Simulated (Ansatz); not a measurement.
Ansatz (a quantum-chemistry and plane-wave program) input:

Ansatz 0.2 input:
```yaml
crystal:
  periodic: [false, false, false]
  atoms:
    - {symbol: Te, position_ang: [-0.06610648, 0.11224322, 0.29641934]}
    - {symbol: F, position_ang: [-1.18677056, -1.05984151, -0.54447816]}
    - {symbol: F, position_ang: [0.10753390, 1.24286059, -1.12777608]}
    - {symbol: F, position_ang: [1.46118522, -0.83153545, -0.04039083]}
basis:
  gaussian:
    orbitals: def2-TZVPD
hamiltonian:
  xc: {name: CAM-B3LYP}
magnetization: {spin_polarized: true, initial_magnetization: 1}
```

Question: Which total energy does the run end on?

Answer: -567.57978 Eh (CAM-B3LYP/def2-TZVPD). The basis has 179 functions.

This state (charge 0, doublet) is run at the relaxed geometry of the species with charge 1 and multiplicity 1.
